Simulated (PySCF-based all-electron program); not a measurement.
The numbers below are computed, except where a source is named.
Distorting CH4W, singlet

Method: all-electron DFT (in-house code on PySCF), basis-limit composite values; Koelling–Harmon scalar relativity, no spin–orbit coupling, spin-restricted. Forces are good to about 0.011 eV/Å. Atoms are numbered as listed.

Shape A:

```csv
atom,x (Å),y (Å),z (Å)
W,0.0000,0.0000,0.0000
C,0.0000,0.0000,1.7380
H,0.0000,0.0000,2.8290
H,1.7062,0.0000,-0.1733
H,-0.8531,1.4776,-0.1733
H,-0.8531,-1.4776,-0.1733
```

PBE forces:

```tsv
atom	Fx	Fy	Fz (eV/Å)
W1	0.000	0.000	0.134
C2	0.000	0.000	-0.096
H3	0.000	0.000	-0.028
H4	-0.009	0.000	-0.003
H5	0.004	-0.007	-0.003
H6	0.004	0.007	-0.003
```

Q: What forces does r2SCAN give in shape A?

A: The forces move by 0.349 eV/Å (r.m.s. over the atoms) from PBE.

| atom | Fx | Fy | Fz (eV/Å) |
| --- | --- | --- | --- |
| W1 | 0.000 | 0.000 | 0.799 |
| C2 | 0.000 | 0.000 | -0.500 |
| H3 | 0.000 | 0.000 | -0.264 |
| H4 | -0.160 | 0.000 | -0.011 |
| H5 | 0.080 | -0.138 | -0.011 |
| H6 | 0.080 | 0.138 | -0.011 |

Shape B:

```xyz
6

W     0.0000    0.0000    0.0000
C     0.0000    0.0000    1.5642
H     0.0000    0.0000    2.6552
H     1.7062    0.0000   -0.1733
H    -0.8531    1.4776   -0.1733
H    -0.8531   -1.4776   -0.1733
```

Against shape A, W1–C2 goes from 1.738 to 1.564 Å.

PBE forces:

```csv
atom,Fx,Fy,Fz (eV/Å)
W1,0.000,0.000,-12.667
C2,0.000,0.000,12.503
H3,0.000,0.000,-0.013
H4,0.066,0.000,0.059
H5,-0.033,0.057,0.059
H6,-0.033,-0.057,0.059
```

Q: What forces does r2SCAN give in shape B?

A: The forces move by 0.355 eV/Å (r.m.s. over the atoms) from PBE.

| atom | Fx | Fy | Fz (eV/Å) |
| --- | --- | --- | --- |
| W1 | 0.000 | 0.000 | -11.991 |
| C2 | 0.000 | 0.000 | 12.081 |
| H3 | 0.000 | 0.000 | -0.246 |
| H4 | -0.081 | 0.000 | 0.052 |
| H5 | 0.041 | -0.070 | 0.052 |
| H6 | 0.041 | 0.070 | 0.052 |
